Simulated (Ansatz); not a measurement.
Consider the formal exchange of groups at a Ge–C bond: `C=N[CH2][GeH3]` + `B[SiH2][SiH3]` → `[SiH3][SiH2][BH][GeH3]` + `C=NC`.

Isolated molecules relaxed with PBE0-D4/def2-TZVP in Ansatz; ΔE leaves out vibrations. CCSD(T)/CBS is the MP2 limit (def2-TZVPP, def2-QZVPP) plus CCSD(T) − MP2 in def2-TZVPP, frozen cores. For Ge outer-core shells are correlated without core-valence functions, which leaves a few kJ/mol of doubt a bond. Scalar relativity is left out up to krypton. One conformer a species, not always the lowest.

| species | CCSD(T)/CBS(def2) energy (Eh) |
| --- | --- |
| `C=N[CH2][GeH3]` | -2211.08469 |
| `B[SiH2][SiH3]` | -607.10947 |
| `[SiH3][SiH2][BH][GeH3]` | -2684.42367 |
| `C=NC` | -133.77870 |

Task: Work out ΔE.

Result: ΔE = (-2684.42367) + (-133.77870) − (-2211.08469) − (-607.10947) = -0.00821 Eh = -21.6 kJ/mol.

Largest T1 diagnostic among the species: 0.014.
